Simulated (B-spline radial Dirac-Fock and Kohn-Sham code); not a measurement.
Method: ΔSCF Dirac-Fock with Breit, self-energy and vacuum polarisation, finite nucleus, configuration average. Computed with an atomic code on a B-spline grid. Free neutral atoms.

Q: Order these X-ray lines by photon energy, lowest first.
A. Gd Kα1
B. Bi Kα2
C. Ir Kα2
D. Ce Kβ2'
E. W Kβ1
F. W Kα2

A: D (40223.0 eV), A (42993.5 eV), F (57977.4 eV), C (63282.4 eV), E (67236.1 eV), B (74810.2 eV).
